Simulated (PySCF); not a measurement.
All values below come from PySCF with ωB97X-D3(BJ)/def2-TZVP // PBE0-D3(BJ)/def2-TZVP. All species are isolated molecules in the gas phase. Excitations are Tamm–Dancoff values on a coarser integration grid. The basis has no diffuse functions, so Rydberg states are missing or too high.

Reference species (SMILES): `[Br][Al]([Br])[Br]` (neutral, multiplicity 1).

```yaml
S1 excitation (TDA): 6.42 eV
HOMO–LUMO gap: 11.47 eV
```

Changed species: `[Br][Al]([I])[I]` (2 of 3 Br replaced by I; the reference has 0 of 3 Br replaced by I).

Give the shifts of the S1 excitation (TDA) and HOMO–LUMO gap.

the S1 excitation (TDA) falls by 0.94 eV, to 5.48 eV; the HOMO–LUMO gap drops by 1.19 eV, to 10.28 eV.
